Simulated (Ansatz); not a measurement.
Relaxation of F3H3NOTa (9 atoms, charge 0, multiplicity 1), to a largest force component of 0.02 eV/Å in at most 40 steps.

Computed with Ansatz 0.2.0, RHF/def2-SVP.

```xyz
9
Properties=species:S:1:pos:R:3
Ta 0.000 0.000 0.000
O 2.020 0.000 0.000
H 2.357 -0.531 0.790
F 0.000 0.000 1.930
F 0.000 0.000 -1.930
F -0.965 1.671 0.000
N -1.080 -1.871 0.000
H -1.806 -2.064 0.748
H -0.884 -2.595 -0.748
```

Where does it end, and by what steps?

The forces met the threshold. After 10 steps the energy has fallen by 1.433 eV; H3 moved furthest, 0.47 Å.

| step | energy less start (eV) | largest force component (eV/Å) | accepted |
| --- | --- | --- | --- |
| 0 | 0.0000 | 2.625 | yes |
| 1 | -1.0383 | 2.678 | yes |
| 2 | -1.2591 | 1.477 | yes |
| 3 | -1.3248 | 0.609 | yes |
| 4 | -1.3993 | 0.266 | yes |
| 5 | -1.4069 | 0.233 | yes |
| 6 | -1.4278 | 0.129 | yes |
| 7 | -1.4324 | 0.094 | yes |
| 8 | -1.4268 | 0.629 | no |
| 9 | -1.4331 | 0.030 | yes |
| 10 | -1.4333 | 0.018 | yes |

```xyz
9
Properties=species:S:1:pos:R:3
Ta -0.026 -0.045 0.067
O 1.816 -0.108 0.318
H 2.684 -0.444 0.461
F -0.458 -0.043 1.911
F 0.044 -0.183 -1.821
F -0.855 1.635 -0.108
N -0.992 -1.751 0.002
H -1.396 -2.194 0.807
H -1.175 -2.257 -0.846
```

Time of the run: 46 s on 2 threads of Intel(R) Xeon(R) Platinum 8259CL CPU @ 2.50GHz (Skylake/Cascade Lake), with other jobs on the host, peak memory 0.28 GiB.
